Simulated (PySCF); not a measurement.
Atom-mapped SMILES (the numbers label the heavy atoms): `[O:1]=[C:2]=[C:3]([CH:4]=[O:5])[C@H:6]([SiH3:7])[CH:8]([Cl:9])[Cl:10]` (H(Xn): hydrogen on atom n).

PySCF 2.14.0 with density-fitted response routines calculation with NMR shieldings at PBE0/pcSseg-1/GIAO and structure optimised with GFN2-xTB; fast rotation and ring inversion assumed for equivalent nuclei, no solvent model, single conformer, non-relativistic.

Q: Predict the 2D correlation tables (HSQC, COSY, HMBC).

A: 

HSQC (one-bond C–H):
```tsv
δH	δC
9.56 (H(C4))	189.0 (C4)
5.59 (H(C8))	91.1 (C8)
2.32 (H(C6))	39.4 (C6)
```

COSY cross peaks (H two or three bonds apart, from the bond graph; peaks can be absent where the dihedral angle is near 90°):
```tsv
δH	δH
5.59 (H(C8))	2.32 (H(C6))
4.33 (H(Si7))	2.32 (H(C6))
```

HMBC (two and three bonds, from the bond graph):
```tsv
δH	δC
9.56 (H(C4))	198.3 (C2), 56.0 (C3), 39.4 (C6)
5.59 (H(C8))	56.0 (C3), 39.4 (C6)
4.33 (H(Si7))	91.1 (C8), 56.0 (C3), 39.4 (C6)
2.32 (H(C6))	198.3 (C2), 189.0 (C4), 91.1 (C8), 56.0 (C3)
```

δ = σ(ref) − σ, references computed at the same level: 1H (31.72 ppm) and 13C (186.93 ppm) against TMS.

Carbons that carry Cl, above all several Cl atoms, come out too deshielded, partly because spin–orbit coupling is missing. Shifts are as computed. Against solution values, carbons near 30 ppm lie about +3 ppm off and those near 130 ppm about +5 ppm; carbons on Cl a further +6 ppm. Of 1211 compounds with measured shifts, 218 miss one by over three times the rms of a fit or turn the order of signals round; such compounds aren't used in these exercises.
